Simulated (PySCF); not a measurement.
Species: C₅H₇O₂ (charge -1).
Cartesian coordinates in Å at the PBE0-D3(BJ)/def2-SVP level; atoms count from 1:
```
atom  x, y, z in Å
C1    -2.2287   -0.0379   -0.4178
C2    -1.3913   -0.0183    0.8581
O3    -1.9834   -0.0760    1.9475
C4     0.0264    0.0634    0.7272
C5     0.7727    0.1236   -0.4740
C6     2.2993    0.2033   -0.2901
O7     0.3447    0.1222   -1.6432
H8    -1.9413   -0.8761   -1.0705
H9    -2.0486    0.8615   -1.0262
H10   -3.2887   -0.1092   -0.1293
H11    0.5717    0.0758    1.6777
H12    2.5882    1.1192    0.2526
H13    2.7749    0.2064   -1.2815
H14    2.6800   -0.6509    0.2946
```

The closed-shell ground state was solved at several levels (PySCF, density fitting, gas phase, non-relativistic). The geometry's basis has no diffuse functions, a weakness for an anion. No diffuse functions stand in pcJ-1, pcSseg-1 and pcSseg-2, which bears on an anion's orbital energies.

```csv
level,basis functions,total energy (Eh),HOMO (eV),LUMO (eV),gap (eV)
PBE0/def2-SVPD,202,-344.6178,-1.08,4.29,5.37
mPW1PW91/pcSseg-2,350,-345.2881,-1.05,4.23,5.28
B3LYP/pcJ-1,259,-345.2581,-0.60,4.60,5.20
```

Q: Estimate the row for PBE0/pcSseg-1, a basis of 154 functions; the other rows only guide the guess.

A: Total energy -344.8082 Eh, HOMO -0.81 eV, LUMO 4.81 eV, gap 5.62 eV.

Q: Over all these levels, which gives the widest orbital gap and which the narrowest?

A: PBE0/pcSseg-1 (global hybrid, 25 % exact exchange) has the widest, 5.62 eV, and B3LYP/pcJ-1 (global hybrid, 20 % exact exchange) the narrowest, 5.20 eV. Functional and basis both differ between the two, so the spread mixes both effects.

One conformer stands for the species.
